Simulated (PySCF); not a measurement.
Ga(F)2(OAc) (C₂H₃F₂GaO₂), SMILES O=C(C)[O][Ga]([F])[F]. Atoms are numbered in the order given.

```xyz
10

Ga    -0.0014     0.7554     0.0000
F      1.4962     1.6460     0.0000
F     -1.5232     1.6046     0.0000
O      0.0170    -0.9058     1.0859
C      0.0213    -1.5770     0.0000
C     -0.0019    -3.0685     0.0000
O      0.0170    -0.9058    -1.0859
H      0.4778    -3.4569    -0.9068
H      0.4778    -3.4569     0.9068
H     -1.0559    -3.3920     0.0000
```

Geometry: B3LYP-D3(BJ)/def2-SVP. The values are those of a single conformer.

All values below come from KT2/pcSseg-1 run with PySCF.

GIAO shieldings, no solvent; atoms listed in one row are averaged. δ = σ(ref) − σ: ¹⁹F against CFCl3 (σ = 127.1 ppm); ¹⁷O against H2O (σ = 330.4 ppm); ¹³C against TMS (σ = 185.1 ppm); ¹H against TMS (σ = 31.47 ppm), references at their B3LYP-D3(BJ)/def2-TZVP geometries, non-relativistic.

Computed chemical shifts:
```tsv
nucleus	atoms	count	δ (ppm)
¹⁹F	F2	1	-215.4
¹⁹F	F3	1	-216.5
¹⁷O	O4, O7	2	338.8
¹³C	C5	1	188.4
¹³C	C6	1	19.8
¹H	H8, H9, H10	3	2.69
```
